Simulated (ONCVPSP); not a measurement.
# calcium (Ca): excitation energies, all-electron against ONCV

Ca (Z = 20), optimised norm-conserving Vanderbilt (ONCV), made with ONCVPSP 4.0.1 (PBE, fully relativistic). Core [Ne], reference 3s2 3p6 (charge +2). Waves: 3s: rc 1.05 bohr, ncon 4, nbas 8, qcut 5.4 1/bohr, 2 projectors, debl 2.8 Ha; 3p: rc 1.85 bohr, ncon 4, nbas 8, qcut 7 1/bohr, 2 projectors, debl 0.9 Ha; d scattering state at 0.16 Ha: rc 1.95 bohr, ncon 3, nbas 6, qcut 4.7 1/bohr, 2 projectors, debl 4 Ha. Local part: polynomial inside 0.95 bohr (lpopt 5, dvloc0 6 Ha). Core correction: Teter function, fcfact 3.5, rcfact 1.75.

Open shells are filled in proportion to 2j + 1.

In the p channel the program set the typed energies aside and used -1.578, 0.250 Ha (j = l + 1/2; the other j can differ). In the d channel the program set the typed energies aside and used -0.585, 3.415 Ha (j = l + 1/2; the other j can differ).

Energies are relative to the spin-unpolarised reference configuration 3s2 3p6; without spin polarisation the order of configurations can differ from experiment. Not all tests gave a result: 1 of 4 tests not solved or not reliable.

| valence configuration | charge | ΔE all-electron (eV) | error AE − PS (meV) |
| --- | --- | --- | --- |
| 3s2 3p6 4s2 | 0 | -18.129 | 0.0 |
| 3s2 3p6 4s1 | +1 | -11.820 | 0.0 |
| 3s2 3p6 4s1.5 | +0.5 | -15.626 | 0.0 |

Levels in the configuration 3s2 3p6 4s2:

```
   level  all-electron (eV)  pseudo (eV)
3s j=1/2            -47.086      -47.088
3p j=3/2            -27.877      -27.877
3p j=1/2            -28.261      -28.261
4s j=1/2             -3.766       -3.766
```
